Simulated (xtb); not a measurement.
Input for xtb:
```
$ xtb mol.xyz --gfn 2 --grad --json

# file mol.xyz
14

C      2.37159957     0.10323362     0.69149645
C      1.20560951     0.25923229     0.46832725
C     -0.18948831     0.44138407     0.19533983
C     -0.62696176     1.88975573     0.12773933
C     -1.14477228    -0.59526164     0.75213878
C     -0.86634887    -0.55281911    -0.71382337
F     -0.13826177    -1.56566981    -1.26048253
H      3.39291568    -0.03025610     0.88761597
H     -0.43678035     2.38082013     1.08059797
H     -1.68940307     1.95730876    -0.09485418
H     -0.07148565     2.41627541    -0.64641545
H     -2.11361820    -0.27262677     1.10111900
H     -0.71547038    -1.41591734     1.30645013
H     -1.61962949    -0.21772578    -1.41748046
```

Predict the HOMO-LUMO gap from GFN2-xTB (xtb 6.7.1).

6.23 eV

Give the total energy at the level GFN2-xTB.

-21.0525 Eh

Estimate the partial charges in atom order that GFN2-xTB returns for this input.

C1 -0.10, C2 -0.02, C3 0.04, C4 -0.11, C5 -0.08, C6 0.15, F7 -0.24, H8 0.08, H9 0.05, H10 0.04, H11 0.05, H12 0.05, H13 0.06, H14 0.04

What is the computed dipole moment (GFN2-xTB)?

2.53 D
